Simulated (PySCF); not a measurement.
PySCF input (HF/def2-TZVPD):

```python
from pyscf import gto, scf, dft

mol = gto.M(
    atom='''
    Te    0.00000000    0.00000000    0.00000000
    F     0.00000000    0.00000000    2.10670759
    F    -0.00000000   -0.00000000   -2.10670759
    ''',
    basis='def2-tzvpd',
    ecp='def2-tzvp',
    charge=-1,
    spin=1,
    symmetry='D2h',
    verbose=4,
)

mf = scf.UHF(mol).density_fit(auxbasis='def2-universal-jkfit')
mf.conv_tol = 1e-9
mf.max_cycle = 100
mf.max_memory = 1500
mf.kernel()
if not mf.converged:
    mf = mf.newton()
    mf.kernel(mf.make_rdm1())
mf.analyze()
```

Output:

```
ECP def2-tzvp not found for  F
PySCF version 2.14.0

[INPUT] verbose = 4
[INPUT] num. atoms = 3
[INPUT] num. electrons = 43
[INPUT] charge = -1
[INPUT] spin (= nelec alpha-beta = 2S) = 1
[INPUT] symmetry D2h subgroup None
[INPUT] Mole.unit = angstrom
[INPUT] Symbol           X                Y                Z      unit          X                Y                Z       unit  Magmom
[INPUT]  1 Te     0.000000000000   0.000000000000   0.000000000000 AA    0.000000000000   0.000000000000   0.000000000000 Bohr   0.0
[INPUT]  2 F      0.000000000000   0.000000000000   2.106707590000 AA    0.000000000000   0.000000000000   3.981100369643 Bohr   0.0
[INPUT]  3 F      0.000000000000   0.000000000000  -2.106707590000 AA    0.000000000000   0.000000000000  -3.981100369643 Bohr   0.0

nuclear repulsion = 118.685779339552
point group symmetry = Dooh, use subgroup D2h
symmetry origin: [0. 0. 0.]
symmetry axis x: [1. 0. 0.]
symmetry axis y: [0. 1. 0.]
symmetry axis z: [0. 0. 1.]
num. orbitals of irrep Ag = 33
num. orbitals of irrep B1g = 8
num. orbitals of irrep B2g = 13
num. orbitals of irrep B3g = 13
num. orbitals of irrep Au = 6
num. orbitals of irrep B1u = 28
num. orbitals of irrep B2u = 19
num. orbitals of irrep B3u = 19
number of shells = 47
number of NR pGTOs = 211
number of NR cGTOs = 139
basis = def2-tzvpd
ecp = def2-tzvp

******** <class 'pyscf.df.df_jk.DFSymAdaptedUHF'> ********
method = DFSymAdaptedUHF
initial guess = minao
damping factor = 0
level_shift factor = 0
DIIS = <class 'pyscf.scf.diis.CDIIS'>
diis_start_cycle = 1
diis_space = 8
diis_damp = 0
SCF conv_tol = 1e-09
SCF conv_tol_grad = None
SCF max_cycles = 100
direct_scf = False
number electrons alpha = 22  beta = 21
Freeze 0 electrons in irreps []
    43 free electrons in irreps Ag B1g B2g B3g Au B1u B2u B3u
Set gradient conv threshold to 3.16228e-05
******** <class 'pyscf.df.df.DF'> ********
auxbasis = def2-universal-jkfit
init E= -422.98642440443
alpha HOMO (B2u) = -0.836972673205956  LUMO (B1u) = -0.619707180516329
beta  HOMO (B2u) = -0.836972673205956  LUMO (B3u) = -0.836972673205958

WARN: HOMO -0.836972673205956 >= LUMO -0.836972673205958

[...]
beta  HOMO (B2u) = -0.122244064361409  LUMO (B3u) = 0.148453511595021
  HOMO = -0.122244064361  LUMO = 0.148453511595  gap/eV = 7.36606
Extra cycle  E= -466.015495142505  delta_E= -3.07e-11  |g|= 2.82e-06  |ddm|= 9.26e-06
converged SCF energy = -466.015495142505  <S^2> = 0.76278016  2S+1 = 2.0127396
**** SCF Summaries ****
Total Energy =                        -466.015495142504903
Nuclear Repulsion Energy =             118.685779339552298
One-electron Energy =                 -993.000706638637212
Two-electron Energy =                  408.299432156579940
Two-electron Coulomb Energy =          448.493184376830527
DFT Exchange-Correlation Energy =      -40.193752220250587
HOMO-LUMO gap [eV] =                     7.366056234028671
Wave-function symmetry = B3u
alpha occupancy for each irrep:     Ag  B1g  B2g  B3g   Au  B1u  B2u  B3u
                                     7    1    2    2    0    4    3    3
beta  occupancy for each irrep:     Ag  B1g  B2g  B3g   Au  B1u  B2u  B3u
                                     7    1    2    2    0    4    3    2
**** MO energy ****
alpha MO #1 (Ag #1), energy= -26.0087617792644 occ= 1
alpha MO #2 (B1u #1), energy= -26.0087582632884 occ= 1
alpha MO #3 (Ag #2), energy= -6.95901578508426 occ= 1
alpha MO #4 (B3u #1), energy= -4.93192198239293 occ= 1
alpha MO #5 (B1u #2), energy= -4.92956418077633 occ= 1
alpha MO #6 (B2u #1), energy= -4.9122646783249 occ= 1
alpha MO #7 (Ag #3), energy= -1.79518128145879 occ= 1
alpha MO #8 (B2g #1), energy= -1.79099978269806 occ= 1
alpha MO #9 (B3g #1), energy= -1.77545530929719 occ= 1
alpha MO #10 (B1g #1), energy= -1.77230443541008 occ= 1
alpha MO #11 (Ag #4), energy= -1.76846249252237 occ= 1
alpha MO #12 (B1u #3), energy= -1.27779334408604 occ= 1
alpha MO #13 (Ag #5), energy= -1.27686946861167 occ= 1
alpha MO #14 (Ag #6), energy= -0.623178117094202 occ= 1
alpha MO #15 (B1u #4), energy= -0.42263858515247 occ= 1
alpha MO #16 (B3u #2), energy= -0.390046973946615 occ= 1
alpha MO #17 (B2u #2), energy= -0.382314134441327 occ= 1
alpha MO #18 (B2g #2), energy= -0.378394977564456 occ= 1
alpha MO #19 (B3g #2), energy= -0.373730358645924 occ= 1
alpha MO #20 (Ag #7), energy= -0.297428561910962 occ= 1
alpha MO #21 (B3u #3), energy= -0.190008265215473 occ= 1
alpha MO #22 (B2u #3), energy= -0.135022976130061 occ= 1
alpha MO #23 (B3u #4), energy= 0.162123790910988 occ= 0
alpha MO #24 (B2u #4), energy= 0.167181332565015 occ= 0
alpha MO #25 (B1u #5), energy= 0.1688069521297 occ= 0
alpha MO #26 (Ag #8), energy= 0.210913247089117 occ= 0
alpha MO #27 (Ag #9), energy= 0.286341019894857 occ= 0
alpha MO #28 (B1u #6), energy= 0.290332189034645 occ= 0
alpha MO #29 (B1g #2), energy= 0.297424495537289 occ= 0
alpha MO #30 (Ag #10), energy= 0.301388617374969 occ= 0
alpha MO #31 (B2g #3), energy= 0.323161601240785 occ= 0
alpha MO #32 (B3g #3), energy= 0.327820011586921 occ= 0
alpha MO #33 (B1u #7), energy= 0.331345285527293 occ= 0
alpha MO #34 (B3u #5), energy= 0.371198132070317 occ= 0
alpha MO #35 (B2u #5), energy= 0.375079570405584 occ= 0
alpha MO #36 (B2g #4), energy= 0.413584393681057 occ= 0
alpha MO #37 (B3g #4), energy= 0.423043619607961 occ= 0
alpha MO #38 (Ag #11), energy= 0.442244600533282 occ= 0
alpha MO #39 (B3u #6), energy= 0.451776232128293 occ= 0
alpha MO #40 (B2u #6), energy= 0.47394107804002 occ= 0
alpha MO #41 (B1u #8), energy= 0.517776061129261 occ= 0
alpha MO #42 (Ag #12), energy= 0.54250714178561 occ= 0
alpha MO #43 (Ag #13), energy= 0.610473786427754 occ= 0
alpha MO #44 (B1g #3), energy= 0.61133434206384 occ= 0
alpha MO #45 (B1u #9), energy= 0.652259607365174 occ= 0
alpha MO #46 (B2g #5), energy= 0.683244069212175 occ= 0
alpha MO #47 (B3g #5), energy= 0.708052806287623 occ= 0
alpha MO #48 (Ag #14), energy= 0.755900669810089 occ= 0
alpha MO #49 (Au #1), energy= 0.779742388215166 occ= 0
alpha MO #50 (B1u #10), energy= 0.779877164773524 occ= 0
alpha MO #51 (Ag #15), energy= 0.869543468766839 occ= 0
alpha MO #52 (B1g #4), energy= 0.870163311478312 occ= 0
alpha MO #53 (Ag #16), energy= 0.897081410058163 occ= 0
alpha MO #54 (B3u #7), energy= 0.92168076457246 occ= 0
alpha MO #55 (B1u #11), energy= 0.925480647019242 occ= 0
alpha MO #56 (B2u #7), energy= 0.935203823739641 occ= 0
alpha MO #57 (B2g #6), energy= 1.00789564640976 occ= 0
alpha MO #58 (B3g #6), energy= 1.01039863173238 occ= 0
alpha MO #59 (B3u #8), energy= 1.10931519006038 occ= 0
alpha MO #60 (B2u #8), energy= 1.11615253108254 occ= 0
alpha MO #61 (Ag #17), energy= 1.16069544111778 occ= 0
alpha MO #62 (B3u #9), energy= 1.21221001138565 occ= 0
alpha MO #63 (B2u #9), energy= 1.21230824742471 occ= 0
alpha MO #64 (B1u #12), energy= 1.28138203883866 occ= 0
alpha MO #65 (Au #2), energy= 1.2854476461629 occ= 0
alpha MO #66 (B2g #7), energy= 1.31834992666113 occ= 0
alpha MO #67 (B1u #13), energy= 1.32685429656876 occ= 0
alpha MO #68 (B3g #7), energy= 1.33191270187039 occ= 0
alpha MO #69 (B3u #10), energy= 1.38587629764973 occ= 0
alpha MO #70 (B2u #10), energy= 1.41465235848725 occ= 0
alpha MO #71 (Ag #18), energy= 1.45558896216505 occ= 0
alpha MO #72 (B1u #14), energy= 1.49759716357668 occ= 0
alpha MO #73 (B3u #11), energy= 1.52369952110509 occ= 0
alpha MO #74 (B2u #11), energy= 1.5534820758825 occ= 0
alpha MO #75 (B1u #15), energy= 1.67566758752071 occ= 0
alpha MO #76 (Ag #19), energy= 1.83594135278086 occ= 0
alpha MO #77 (B1u #16), energy= 1.86679348374886 occ= 0
alpha MO #78 (B1g #5), energy= 1.87898642681508 occ= 0
alpha MO #79 (Ag #20), energy= 1.88158588310474 occ= 0
alpha MO #80 (B2g #8), energy= 1.94486936533928 occ= 0
alpha MO #81 (B3g #8), energy= 1.97143192572779 occ= 0
alpha MO #82 (Ag #21), energy= 2.0805259654043 occ= 0
alpha MO #83 (Au #3), energy= 2.78766588945573 occ= 0
alpha MO #84 (B1u #17), energy= 2.78766938570853 occ= 0
alpha MO #85 (B1g #6), energy= 2.8142560494685 occ= 0
alpha MO #86 (Ag #22), energy= 2.81426138044127 occ= 0
alpha MO #87 (B3u #12), energy= 2.82988148039397 occ= 0
alpha MO #88 (B2u #12), energy= 2.83479914043493 occ= 0
alpha MO #89 (B2g #9), energy= 2.87458059962275 occ= 0
alpha MO #90 (B3g #9), energy= 2.87831655378177 occ= 0
alpha MO #91 (B1u #18), energy= 2.95324229327574 occ= 0
alpha MO #92 (Ag #23), energy= 3.0044982639665 occ= 0
alpha MO #93 (B3u #13), energy= 3.42352034333332 occ= 0
alpha MO #94 (B2u #13), energy= 3.42353109951963 occ= 0
alpha MO #95 (Au #4), energy= 3.44000191860048 occ= 0
alpha MO #96 (B1u #19), energy= 3.44005747772447 occ= 0
alpha MO #97 (B3u #14), energy= 3.58720598261906 occ= 0
alpha MO #98 (B2u #14), energy= 3.60405654251618 occ= 0
alpha MO #99 (B1u #20), energy= 3.91549890580797 occ= 0
alpha MO #100 (B3u #15), energy= 4.03497582200681 occ= 0
alpha MO #101 (B2u #15), energy= 4.03954606658192 occ= 0
alpha MO #102 (B2g #10), energy= 4.07930868291474 occ= 0
[...]
```
